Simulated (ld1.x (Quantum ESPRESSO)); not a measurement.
## Transferability test, TM potential for iridium (Ir)

```json
{
  "Element": "iridium",
  "Generator": "ld1.x (Quantum ESPRESSO) 7.5",
  "Type": "norm-conserving Troullier–Martins (Kleinman–Bylander form)",
  "Functional": "PBE",
  "Relativity": "scalar-relativistic",
  "Frozen core": "[Xe] 4f14",
  "Valence charge": "9",
  "Reference configuration": "5d7 6s1.5 6p0 (charge +0.5)",
  "Partial waves": "6p (bound, empty): rc 3.55 bohr; 5d (bound): rc 1.30 bohr; 6s (bound): rc 2.20 bohr",
  "Local potential": "the s channel",
  "Core correction": "Bessel-smoothed model core, default radius (core density twice the valence density)"
}
```

Energies are relative to the spin-unpolarised reference configuration 5d7 6s1.5 6p0; without spin polarisation the order of configurations can differ from experiment.

```
valence configuration  charge  ΔE all-electron (eV)  error AE − PS (meV)
          5d7 6s1 6p0      +1                 5.845                 -4.7
          5d7 6s0 6p0      +2                23.313                  -40
          5d6 6s2 6p0      +1                 8.155                  -83
          5d7 6s0 6p1      +1                12.315                 -9.8
          5d5 6s0 6p0      +4                97.430                 -622
          5d6 6s2 6p1       0                 3.125                 -114
```

**Question.** What are ΔE and the potential's error for 5d7 6s2 6p0?

**Answer.** ΔE = -4.035 eV all-electron; the error (AE − PS) is -0.3 meV.

Levels in the configuration 5d6 6s2 6p1:

| level | all-electron (eV) | pseudo (eV) |
| --- | --- | --- |
| 5d | -10.808 | -11.018 |
| 6s | -8.408 | -8.392 |
| 6p | -2.406 | -2.380 |
